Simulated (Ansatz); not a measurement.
Gas-phase electronic energies from Ansatz, PBE0-D4/def2-TZVP geometries. CCSD(T)/CBS adds triple-zeta CCSD(T) − MP2 to the extrapolated MP2 energy (def2 sets, frozen cores). This one scheme is used for every species, atoms too. No spin–orbit coupling; open shells (•) take unrestricted orbitals. Spin–orbit coupling would lower the free atoms: a little for O, Si. Bonds to As are less sure, by a few kJ/mol each and by 10 to 20 or more in all where they break to atoms, as the def2 sets lack core-valence functions. Scalar relativity is left out up to krypton.

`O1[SiH2][AsH]1` → As• + 3 H• + O• + Si•  (atomization)

`O1[SiH2][AsH]1`:

```xyz
6

O    -0.634   -0.711    0.876
Si   -0.500    0.342   -0.390
As    1.062    0.072    1.233
H    -1.426    1.498   -0.381
H    -0.366   -0.266   -1.733
H     1.864   -0.934    0.395
```

```
         species  CCSD(T)/CBS(def2) energy (Eh)
`O1[SiH2][AsH]1`                    -2601.06300
             As•                    -2234.93832
              H•                       -0.50000
              O•                      -75.00631
             Si•                     -288.94402
```

(1) Work out ΔE.

Largest T1 diagnostic among the species: 0.015.

Results:

(1) ΔE = 3 × (-0.50000) + (-2234.93832) + (-75.00631) + (-288.94402) − (-2601.06300) = 0.67435 Eh = +423.2 kcal/mol.

From PBE to PBE0 (25 % exact exchange), in def2-TZVPP and without D4, ΔE moves by −13.6 kcal/mol: exact exchange takes away binding that semilocal exchange gives to molecules. The D4 term adds +4.9 kcal/mol with B3LYP and +2.5 kcal/mol with PBE0; it sums over pairs of atoms, weighted by their polarisabilities, and B3LYP, whose exchange is more repulsive, gets the larger term. In def2-TZVPP, CCSD(T) changes the Hartree–Fock value by +140.4 kcal/mol (the triples alone add +9.8 kcal/mol) and MP2 by +145.0 kcal/mol; breaking electron pairs costs correlation energy, which Hartree–Fock lacks.

B3LYP here is the variant with VWN-RPA as its local correlation; programs differ in this.

For atomizations the MP2-based limit and the directly extrapolated one differ by several kJ/mol either way, and by 10 to 25 for some Ge, Se and Sn compounds, so smaller differences from it don't rank the levels.
